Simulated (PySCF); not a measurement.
## Static response to an electric field

C8H7O (charge +1).
SMILES with atom numbers: `[CH3:1][c:2]1[cH:3][cH:4][cH:5][c:6]([C:7]#[O+:8])[cH:9]1` (hydrogens: H10, H11, H12 on C1; H13 on C3; H14 on C4; H15 on C5; H16 on C9)

Geometry (GFN2-xTB, Å), atoms numbered from 1 in this order:
```
atom  x, y, z in Å
C1    -2.3000   -0.6896   -0.0988
C2    -0.9150   -0.1485   -0.0395
C3    -0.6847    1.2296   -0.1659
C4     0.5977    1.7673   -0.1326
C5     1.6957    0.9547    0.0255
C6     1.4872   -0.4460    0.1553
C7     2.5495   -1.2725    0.3105
O8     3.4322   -1.9604    0.4364
C9     0.1720   -0.9864    0.1232
H10   -2.3539   -1.6945    0.3087
H11   -2.9895   -0.0461    0.4423
H12   -2.6338   -0.7261   -1.1362
H13   -1.5313    1.8894   -0.2900
H14    0.7365    2.8332   -0.2299
H15    2.6958    1.3570    0.0537
H16    0.0339   -2.0520    0.2259
```

Level: wB97X-D/def2-SVPD (PySCF), static field, nuclei fixed, core orbitals frozen in the response. The polarisability tensor in these axes (au):

```
x   121.28 -14.53   6.76
y   -14.53  99.45  -5.86
z     6.76  -5.86  51.59
```

Problem. What are the eigenvalues, a third of the trace, and Δα (Δα² = ½Σ(αi − αj)² over the three pairs)?

Solution. Principal values 50.51, 92.31 and 129.50 au; mean 90.77 au = 13.45 Å³ = 14.97 × 10⁻⁴⁰ C²·m²/J; Δα = 68.45 au (75 % of the mean).

Problem. Give the principal axes and the span of the nuclei along them.

Solution. Largest value along (0.89, -0.45, 0.11), where the nuclei span 6.55 Å; middle along (0.46, 0.89, -0.05), 5.46 Å; least along (-0.07, 0.10, 0.99), 1.66 Å. The response follows the extents in order.

Problem. What depolarisation ratio follows for Rayleigh scattering of linearly polarised light, taking the static tensor?

Solution. ρ = 3Δα²/(45ᾱ² + 4Δα²) = 14055.0/(370804 + 18740.0) = 0.0361.

Problem. What are the principal values of the traceless quadrupole moment, Θ = ½Σq(3rr − r²1), about the centre of nuclear charge?

Solution. -19.48, 3.59, 15.89 D·Å. The values depend on the origin, since the species is charged. The electronic extent ⟨r²⟩ about the same centre is 1236 bohr², a root-mean-square distance of 2.36 Å for the 62 electrons.

Geometry: GFN2-xTB; no solvent, vibrations or thermal averaging.

The run behind these numbers computed excited states as well. The run took 85 s wall on an Arm Neoverse N1 with one thread, shared host.
